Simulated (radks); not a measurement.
C I, 6 electrons, occupied as [He] 2s2 3p2 (not the ground configuration). All-electron calculation, non-relativistic Kohn-Sham, BP86, spin-polarised, spherical densities, point nucleus; open shells are filled with parallel spins first. Program: a radial shooting solver on a logarithmic mesh with Libxc functionals.

Local quantities along the radius. ELF = 1/(1 + alpha^2) is the electron localisation function; alpha = (tau - tau_W)/tau_unif compares the Pauli kinetic energy density with that of the uniform gas (summed over spins); -r V(r) is the screened charge that the Kohn-Sham potential of spin up presents (atomic units).

r (bohr),ELF,alpha,-r V(r)
0.00834,1.000,0.0002049,5.959
0.0106,1.000,0.0002134,5.938
0.01348,1.000,0.0002249,5.912
0.01713,1.000,0.0002410,5.878
0.02196,1.000,0.0002648,5.833
0.02791,1.000,0.0002990,5.778
0.03548,1.000,0.0003511,5.708
0.04511,1.000,0.0004345,5.618
0.05734,1.000,0.0005759,5.507
0.0729,1.000,0.0008329,5.369
0.09342,1.000,0.001365,5.196
0.1188,1.000,0.002509,4.998
0.151,1.000,0.005349,4.772
0.1919,1.000,0.01351,4.523
0.244,0.998,0.04153,4.254
0.3102,0.975,0.1595,3.967
0.3975,0.611,0.7974,3.648
0.5053,0.076,3.476,3.314
0.6423,0.040,4.896,2.980
0.8165,0.350,1.362,2.804
1.038,0.938,0.2573,2.558
1.32,0.986,0.1176,2.261
1.678,0.876,0.3758,1.933
2.15,0.084,3.294,1.566
2.733,0.036,5.180,1.134
3.474,0.371,1.302,1.293
4.416,0.647,0.7384,1.116
5.614,0.663,0.7132,0.9312
7.137,0.506,0.9878,0.7243
9.146,0.189,2.072,0.4743
11.63,0.023,6.540,0.2712
14.78,0.001,32.35,0.1878

On this mesh the ELF has minima near r = 0.57, 2.4 bohr, which separate the shells, and maxima near 1.3 (0.99), 5.0 (0.68).

Self-consistent cycle (total energy in hartree, residual of the potential): 1: -36.868211, 1e+00; 2: -36.943406, 6e-01; 3: -36.988111, 4e-02; 4: -36.988446, 2e-02; 5: -36.988464, 1e-03; 6: -36.988465, 6e-04; 7: -36.988465, 9e-05; 8: -36.988465, 1e-05; 9: -36.988465, 1e-06; 10: -36.988465, 6e-07; 11: -36.988465, 4e-08; 12: -36.988465, 5e-09; 13: -36.988465, 2e-09; 14: -36.988465, 2e-10.
